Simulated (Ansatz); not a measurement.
Cost and result for the atomization energy of `NC(O)(F)[SiH3]` (11 atoms, 10 bonds).

Z-matrix (Å, degrees):
```
C
O 1 1.397
F 1 1.396 2 106.7
N 1 1.412 2 110.6 3 116.3
Si 1 1.925 2 113.0 3 -117.6
H 2 0.964 1 109.1 3 59.5
H 4 1.016 1 109.9 2 -50.0
H 4 1.011 1 110.9 2 70.2
H 5 1.486 1 108.3 2 -73.1
H 5 1.481 1 111.0 2 165.6
H 5 1.487 1 107.2 2 44.9
```

Total charge 0; spin multiplicity 1. The geometry is a stationary point of PBE0-D4/def2-TZVP. It is one conformer, not always the lowest. Program: Ansatz. All runs use 4 threads of an Arm Neoverse V2 on a shared host. Times are those of one run each, without the atoms' runs, and a repeat can differ threefold. Electronic energies, without spin–orbit coupling; frozen cores. CCSD(T)/CBS adds CCSD(T) − MP2 in def2-TZVPP to the MP2 limit, and its time is that of the two runs behind it. T1 = 0.012. B3LYP takes the VWN-RPA correlation (the form of Gaussian; ORCA's B3LYP/G).

CCSD(T)/CBS is a level of theory with its own doubt, some kJ/mol a heavy atom from the limit and from the frozen cores, so smaller differences don't rank the functionals.

```
                            level  functions  wall time  atomization (kcal/mol)  difference from CCSD(T)/CBS  per bond
           LDA (SPW92)/def2-TZVPP        250        1 s                  1062.0                        151.4      15.1
               PBE0-D4/def2-TZVPP        250      2.1 s                   906.1                         -4.5      -0.4
              BHLYP-D4/def2-TZVPP        250      2.2 s                   874.4                        -36.2      -3.6
B3LYP-D4/def2-TZVPP (with forces)        250      3.3 s                   909.3                         -1.3      -0.1
            r2SCANh-D4/def2-TZVPP        250      3.6 s                   900.8                         -9.8      -1.0
                B2PLYP/def2-TZVPP        250      3.9 s                   897.9                        -12.7      -1.3
                 CCSD(T)/def2-SVP        104      3.9 s                   849.5                        -61.1      -6.1
              PBE-QIDH/def2-TZVPP        250        4 s                   896.1                        -14.5      -1.5
               ωB97X-V/def2-TZVPP        250        6 s                   915.5                          4.9       0.5
 ωB97M-V/def2-TZVPP (with forces)        250      8.5 s                   914.1                          3.5       0.4
                   MP2/def2-QZVPP        478       18 s                   914.2                          3.6       0.4
               CCSD(T)/def2-TZVPP        250    2.1 min                   882.2                        -28.4      -2.8
                CCSD(T)/CBS(def2)          –    2.4 min                   910.6                          0.0       0.0
```

In def2-TZVPP, CCSD(T) changes the Hartree–Fock value by +261.1 kcal/mol (the triples alone add +15.1 kcal/mol) and MP2 by +276.3 kcal/mol; breaking electron pairs costs correlation energy, which Hartree–Fock lacks. From PBE to PBE0 (25 % exact exchange), in def2-TZVPP and without D4, the atomization energy moves by −23.2 kcal/mol: exact exchange takes away binding that semilocal exchange gives to molecules. Leaving LDA and LC-ωPBE aside and taking each functional with its dispersion term where it has one, the values, not all of them listed here, spread over 55.8 kcal/mol, from BHLYP-D4 to PBE-D4. LDA lies +136.7 kcal/mol from PBE without D4, its usual overbinding.
